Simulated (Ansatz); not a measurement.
Relaxation of BrF$_{4}$H$_{3}$NTa (10 atoms, charge 0, multiplicity 1), to a largest force component of 0.03 eV/Å in at most 50 steps.

The calculation used RHF/def2-SVP in Ansatz.

```xyz
10
Properties=species:S:1:pos:R:3:forces:R:3
Ta 0.039 0.163 0.012 2.20 0.17 0.07
N 2.120 0.151 0.143 -2.28 0.06 -0.16
H 2.604 0.505 0.950 0.02 -0.01 -0.01
H 2.708 0.089 -0.669 -0.01 0.02 0.02
F 0.078 0.522 1.854 -0.01 0.00 -0.01
F 0.307 -0.295 -1.789 0.01 -0.02 0.00
F -0.749 1.783 -0.403 0.00 0.01 0.00
F -1.169 -1.230 0.236 -0.01 0.00 0.01
Br 1.548 -3.217 1.092 1.06 1.29 -0.30
H 2.357 -2.001 0.796 -0.97 -1.52 0.37
```

Task: Where does it end, and by what steps?

Result: The run converged. After 6 steps the energy has fallen by 0.364 eV; Br9 moved furthest, 0.86 Å.

| step | energy less start (eV) | largest force component (eV/Å) | accepted |
| --- | --- | --- | --- |
| 0 | 0.0000 | 2.282 | yes |
| 1 | -0.2585 | 0.883 | yes |
| 2 | -0.3254 | 0.171 | yes |
| 3 | -0.3472 | 0.181 | yes |
| 4 | -0.3611 | 0.231 | yes |
| 5 | -0.3642 | 0.048 | yes |
| 6 | -0.3645 | 0.018 | yes |

```xyz
10
Properties=species:S:1:pos:R:3
Ta -0.023 0.415 -0.061
N 1.919 0.301 0.100
H 2.420 0.513 0.945
H 2.531 0.117 -0.676
F -0.067 0.852 1.770
F 0.183 -0.026 -1.880
F -0.779 2.061 -0.508
F -1.042 -1.118 0.237
Br 2.006 -3.916 1.302
H 2.695 -2.730 0.993
```

Whether the end is a true minimum wasn't checked by a vibrational analysis.

The run took 21 s on 4 threads of Arm Neoverse V1, on a shared host, peak memory 0.47 GiB.
